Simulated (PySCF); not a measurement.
Level of theory: PySCF with PBE0-D3(BJ)/def2-TZVP // PBE0-D3(BJ)/def2-SVP. Isolated molecules, 0 K electronic values unless said otherwise. One relaxed conformer stands for a flexible species; it need not be the lowest. Delta-SCF ions had no search for a lower state. Excitations are Tamm–Dancoff values on a coarser integration grid. The basis has no diffuse functions, so Rydberg states are missing or too high.

Reference species (SMILES): `B[C@@H]1C[C@@H]2C[C@H]1[C@H](S)C2` (neutral, multiplicity 1).

* **T1 excitation (TDA)**: 4.51 eV
* **HOMO–LUMO gap**: 5.53 eV
* **HOMO**: -6.73 eV
* **vertical ionisation energy (Delta-SCF)**: 8.76 eV

After one change: the T1 excitation (TDA) falls by 0.15 eV; the HOMO–LUMO gap decreases by 0.25 eV; the HOMO goes up by 0.08 eV; the vertical ionisation energy (Delta-SCF) drops by 0.15 eV.

Question: What was changed between the two runs? The new species is one of these.
(A) `B[C@]12CC[C@](S)(CC1)C2`
(B) `B[C@@H]1C[C@@H]2CC[C@H]1[C@@H]2S`
(C) `B[C@@H]1C[C@@H]2C[C@H]1C[C@@H]2S`

Answer: A, `B[C@]12CC[C@](S)(CC1)C2`
